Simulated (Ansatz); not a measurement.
Computed with Ansatz on PBE0-D4/def2-TZVP structures; ΔE is electronic, products minus reactants. CCSD(T)/CBS adds triple-zeta CCSD(T) − MP2 to the extrapolated MP2 energy (def2 sets, frozen cores). This one scheme is used for every species. Functionals use def2-TZVPP. HSE06 is defined as in plane-wave codes. For Ge outer-core shells are correlated without core-valence functions, which leaves a few kJ/mol of doubt a bond. Scalar relativity is left out up to krypton. Each species was taken in one conformer, which may not be the lowest.

Reaction (cleavage of the Si–Ge bond): `[GeH3][SiH2][GeH2][SiH2][GeH3]` + H–F → `F[SiH2][GeH3]` + `[GeH3][SiH2][GeH3]`

```csv
level,ΔE (kJ/mol),difference from CCSD(T)/CBS
PBE-D4,-70.1,12.0
PBE0-D4,-72.0,10.1
r2SCANh-D4,-87.9,-5.8
HSE06-D4,-71.6,10.5
PBE-QIDH,-83.2,-1.1
revPBE,-88.7,-6.6
HSE06,-84.4,-2.3
BHLYP,-116.5,-34.4
CCSD/def2-SVP,-87.0,-4.9
CCSD(T)/def2-SVP,-82.4,-0.3
MP2/def2-TZVPP,-80.5,1.6
SCS-MP2/def2-TZVPP,-93.5,-11.4
MP2/def2-QZVPP,-81.4,0.7
HF/CBS(def2),-135.9,-53.8
MP2/CBS(def2),-79.5,2.6
CCSD/CBS(def2),-88.9,-6.8
CCSD(T)/CBS,-82.1,0
```

Largest T1 diagnostic among the species: 0.012.

In def2-TZVPP, CCSD(T) changes the Hartree–Fock value by +47.9 kJ/mol (the triples alone add +6.9 kJ/mol) and MP2 by +50.4 kJ/mol. From BLYP to BHLYP (50 % exact exchange), in def2-TZVPP and without D4, ΔE moves by −3.4 kJ/mol.
